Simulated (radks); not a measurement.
Results of a calculation; reference values are marked as such.
Valence configurations of Nd IV (all share [Xe]). Code: a radial shooting solver on a logarithmic mesh with Libxc functionals. Model: Dirac Kohn-Sham, PBE, spin-unpolarised, spherical densities, point nucleus; open shells fill j = l - 1/2 first. Energies are relative to 4f3; eigenvalues in eV.

[
 {"valence": "4f3", "E (eV)": "0.000", "e(4f5/2)": "-30.929", "e(5d3/2)": "-", "e(6p1/2)": "-", "e(6s1/2)": "-"},
 {"valence": "4f2 6s1", "E (eV)": "13.245", "e(4f5/2)": "-40.844", "e(5d3/2)": "-", "e(6p1/2)": "-", "e(6s1/2)": "-23.628"},
 {"valence": "4f2 6p1", "E (eV)": "17.875", "e(4f5/2)": "-41.704", "e(5d3/2)": "-", "e(6p1/2)": "-19.478", "e(6s1/2)": "-"},
 {"valence": "4f2 5d1", "E (eV)": "9.028", "e(4f5/2)": "-37.686", "e(5d3/2)": "-26.115", "e(6p1/2)": "-", "e(6s1/2)": "-"},
 {"valence": "4f1 5d1 6s1", "E (eV)": "28.688", "e(4f5/2)": "-48.484", "e(5d3/2)": "-30.113", "e(6p1/2)": "-", "e(6s1/2)": "-24.392"},
 {"valence": "4f2.5 6s0.5", "E (eV)": "5.656", "e(4f5/2)": "-35.728", "e(5d3/2)": "-", "e(6p1/2)": "-", "e(6s1/2)": "-22.543"},
 {"valence": "4f2.5 6p0.5", "E (eV)": "7.877", "e(4f5/2)": "-36.163", "e(5d3/2)": "-", "e(6p1/2)": "-18.350", "e(6s1/2)": "-"},
 {"valence": "4f1 6s2", "E (eV)": "34.816", "e(4f5/2)": "-51.893", "e(5d3/2)": "-", "e(6p1/2)": "-", "e(6s1/2)": "-25.780"},
 {"valence": "5d1 6s1 6p1", "E (eV)": "62.751", "e(4f5/2)": "-", "e(5d3/2)": "-34.931", "e(6p1/2)": "-21.684", "e(6s1/2)": "-26.898"}
]

NIST lists [Xe] 4f3 as the ground configuration; this level of theory agrees among the configurations tried. The energies are those of spherical spin-averaged densities, not of single terms.
